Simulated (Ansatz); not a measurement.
Z-matrix (Å, degrees):
```
C
S 1 1.815
H 1 1.089 2 111.2
H 1 1.089 2 106.9 3 -118.8
H 1 1.090 2 110.6 3 122.6
Si 2 2.125 1 100.6 3 -72.8
S 6 2.145 2 112.0 1 -58.5
C 6 1.863 2 113.8 1 60.2
H 6 1.485 2 103.3 1 -178.2
H 7 1.343 6 94.5 2 -55.2
H 8 1.092 6 109.9 2 57.9
H 8 1.093 6 110.5 2 177.9
H 8 1.092 6 111.1 2 -62.1
```

The species carries charge 0 and has multiplicity 1.

List the CAM-B3LYP/def2-TZVPP orbital energies in eV (the Gaussian-basis code of Ansatz). (An estimate is asked.)

Computed: Occupied: -2419.61, -2419.47, -1801.74, -279.56, -278.59, -217.68, -217.52, -162.26, -162.17, -162.11, -162.06, -162.01, -161.90, -146.21, -101.57, -101.54, -101.50, -23.56, -22.24, -21.36, -19.55, -15.56, -13.93, -13.74, -13.62, -13.04, -12.63, -11.73, -10.93, -10.75, -9.85, -8.79, -8.21. Lowest empty: 1.28, 1.41, 1.76, 2.21, 2.73, 2.88, 3.23, 3.62.
